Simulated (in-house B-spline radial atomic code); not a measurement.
## Response and correlation of Cd XXXIX (Cd38+)

Closed shell [He] 2s2 2p6. Computed with a B-spline radial code for spherical atoms: Dirac-Hartree-Fock, relativistic RPA (time-dependent Dirac-Hartree-Fock) for the response and second-order many-body perturbation theory for correlation, no-pair Dirac-Coulomb Hamiltonian, finite nucleus.

Command:
```bash
python run_mb.py task.json out
```
Settings (nuclear radius in fm, box in bohr, cutoff in hartree):
```
basis_form          2
Z                   48
core_configuration  [He] 2s2 2p6
rms_radius          4.6087
mass_number         114
speed_of_light      137.036
box_radius          2.401
lmax                7
intervals           57
virtual_cutoff      57600.0
```

Time taken, with all properties: 0.6 s on 1 thread of Arm Neoverse V2, with other jobs on the host.

```tsv
multipole (bohr³, bohr⁵, bohr⁷)	uncoupled	coupled RPA
dipole	0.00032047	?
quadrupole	7.7467e-06	7.9589e-06
octupole	2.8516e-07	2.9289e-07
```

Q: What is the coupled dipole polarisability?

A: 0.00032208 atomic units, +1 % against the uncoupled value.

Q: Which subshells carry the dipole polarisability?

A: 2p3/2 59.9 %, 2p1/2 25.7 %, 2s1/2 14.1 %.

Q: What does the dipole shielding factor come to?

A: The dipole shielding factor is 0.208, against the exact N/Z = 10/48 = 0.208 of the non-relativistic theorem.

Dipole polarisability at imaginary frequency:

```
u (Eh)  α(iu) (bohr³)
     0      0.0003221
  12.2      0.0003197
  36.5      0.0003022
  73.1      0.0002557
   122      0.0001891
   244       8.89e-05
   487      3.034e-05
  1220      5.777e-06
```

Q: What dispersion coefficients follow for two such ions (the dispersion part alone)?

A: C6 = (3/π)∫α(iu)²du = 1.15e-05 hartree·bohr⁶ and C8 = 1.494e-06 hartree·bohr⁸.

Lowest J = 1 odd-parity excitations:

```tsv
energy (eV)	oscillator strength	leading channel	weight
3241.3	0.132	2p3/2 → s1/2	0.999
3439.4	0.108	2p1/2 → s1/2	0.989
3463.8	0.000617	2p3/2 → d3/2	0.889
3504.5	2.01	2p3/2 → d5/2	0.874
3684.3	1.49	2p1/2 → d3/2	0.984
3785.4	0.118	2s1/2 → p1/2	0.99
3839.7	0.317	2s1/2 → p3/2	0.995
4424.2	0.0237	2p3/2 → s1/2	0.999
```

Second-order correlation energy by the highest angular momentum of the excited pair (hartree): s -0.02009, p -0.1365, d -0.1844, f -0.04971, g -0.01917, h -0.007186, i -0.003274, k -0.001692.

Q: What is the second-order correlation energy at the partial-wave limit?

A: The listed waves sum to -0.42201 hartree; extrapolating the increments as (l + 1/2)⁻⁴ gives -0.42547 hartree, -1.16 eV per electron.
